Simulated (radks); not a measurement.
Spherical jellium clusters: N electrons in a uniform positive sphere of charge N and radius rs N^(1/3), rs = 5.08 bohr. Calculated with a radial shooting solver with Libxc functionals: non-relativistic Kohn-Sham, PBEsol, spin-polarised, spherical densities. Levels are named by radial order and angular momentum (1s, 1p, 1d, 2s, ...), and open shells are averaged over m. Each electron was tried in the lowest free levels, single moves between levels near the top were tried too, and the lowest total energy was kept; such a search can miss a lower state. The series stops at N = 8: beyond it a trial failed or the search could not be trusted, so later rows were left out. Energies include the self-energy of the background; IP and EA are vertical (highest electron removed, lowest free level filled), at fixed background; spill-out counts the electrons outside the background radius R, and alpha is the static dipole polarisability from linear response (closed shells only). A dash means not computed or, for alpha, an open shell; in EA it means that no bound solution was reached, which is typical of self-interaction and does not show that the anion is unstable. Real open-shell clusters deform, which this model forbids.

N       open shells  2S  E/N (eV)  E(N+1) + E(N-1) - 2E(N) (eV)
1  1s(up 1, down 0)   1    -1.402                             -
2              none   0    -1.651                         0.647
3  1p(up 1, down 0)   1    -1.519                        -0.497
4  1p(up 2, down 0)   2    -1.577                        -0.306
5  1p(up 3, down 0)   3    -1.673                         0.355
6  1p(up 3, down 1)   2    -1.677                        -0.313
7  1p(up 3, down 2)   1    -1.725                        -0.198
8              none   0    -1.786                             -

All shells are closed at N = 2, 8 (there: 1s2 1p6); the second difference of the energy has clear peaks (12 % above both neighbours; the first and last values, which can be the largest, are not judged, and half-filled shells can peak too) at N = 5.
